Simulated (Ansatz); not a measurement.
`N#Cc1cccs1` + H–F → `Fc1cccs1` + `C#N` at 298.15 K and 1 bar (substitution at a C–C bond).

Calculated with Ansatz (gas phase, PBE0-D4/def2-TZVP geometries, no zero-point term in ΔE). CBS: MP2 limit from def2 TZ/QZ plus the TZ coupled-cluster correction, frozen cores. This one scheme is used for every species.

| species | CCSD(T)/CBS energy (Eh) | H − E (kJ/mol) | S (J/(mol·K)) |
| --- | --- | --- | --- |
| `N#Cc1cccs1` | -644.51364 | 190.9 | 323.2 |
| H–F | -100.39570 | 33.5 | 173.6 |
| `Fc1cccs1` | -651.55004 | 170.6 | 302.7 |
| `C#N` | -93.32098 | 52.4 | 201.2 |

H − E and S are ideal-gas, rigid-rotor, harmonic terms from PBE0-D4/def2-TZVP. 1 Eh = 2625.50 kJ/mol, R = 8.31446 J/(mol·K).

Question: By hand: ΔE, ΔH, ΔS and ΔG.

Answer: ΔE = (-651.55004) + (-93.32098) − (-644.51364) − (-100.39570) = 0.03832 Eh = 100.6 kJ/mol. Δ(H − E) = 170.6 + 52.4 − 190.9 − 33.5 = -1.4, so ΔH = 99.2 kJ/mol. ΔS = 302.7 + 201.2 − 323.2 − 173.6 = 7.1 J/(mol·K). ΔG = 99.2 − 298.15 × (7.1)/1000 = 97.1 kJ/mol.

Question: By hand: the equilibrium constant, and the temperature at which ΔG would vanish if ΔH and ΔS stayed fixed.

Answer: log₁₀ K = −ΔG/(RT ln 10) = -17.0. ΔG = 0 at ΔH/ΔS = 13972 K, far beyond where these terms or the molecules hold.

The number of gas molecules stays the same, so ΔS is small and ΔH decides. A doubt of 5 kJ/mol in ΔE shifts log₁₀ K by 0.9 here. These are equilibria of isolated gas molecules and say nothing of rates. Largest T1 diagnostic: 0.014 (customary marks: 0.02 for closed shells, 0.045 for open ones).
